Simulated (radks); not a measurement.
The numbers below are computed, except where a source is named.
Task: The mean radii <r> (bohr) of the occupied orbitals of an atom or ion are listed with their occupations. Level of theory: scalar-relativistic Kohn-Sham, LDA (Slater exchange, Perdew-Wang correlation), spin-polarised, spherical densities, finite nucleus; Fermi nuclear charge, rms radius of each element as measured or else 0.836 A^(1/3) + 0.57 fm (a radial shooting solver on a logarithmic mesh with Libxc functionals).

| orbital | occ. | <r> |
|---|---|---|
| 1s up | 1 | 0.01633 |
| 1s down | 1 | 0.01633 |
| 2s up | 1 | 0.06880 |
| 2s down | 1 | 0.06880 |
| 2p up | 3 | 0.06236 |
| 2p down | 3 | 0.06236 |
| 3s up | 1 | 0.1777 |
| 3s down | 1 | 0.1777 |
| 3p up | 3 | 0.1794 |
| 3p down | 3 | 0.1794 |
| 3d up | 5 | 0.1625 |
| 3d down | 5 | 0.1625 |
| 4s up | 1 | 0.3920 |
| 4s down | 1 | 0.3920 |
| 4p up | 3 | 0.4179 |
| 4p down | 3 | 0.4179 |
| 4d up | 5 | 0.4400 |
| 4d down | 5 | 0.4400 |
| 5s up | 1 | 0.8762 |
| 5s down | 1 | 0.8762 |
| 4f up | 7 | 0.4677 |
| 4f down | 7 | 0.4677 |
| 5p up | 3 | 1.005 |
| 5p down | 3 | 1.005 |
| 5d up | 5 | 1.349 |
| 5d down | 5 | 1.346 |
| 6d up | 1 | 4.328 |

Name the element and its charge. Open shells, if any, are filled with parallel spins first.

Result: Z = 81, thallium, charge +2: Tl2+ in [Xe] 4f14 5d10 6d1. The 1s radius gives Z: for a bare nucleus <r> = (2 gamma + 1)/(2Z) with gamma = sqrt(1 - (Z/c)^2), 0.01613 bohr for Z = 81, and screening makes it slightly larger (0.01633 here). The occupations add up to 79, and the charge is Z minus that.
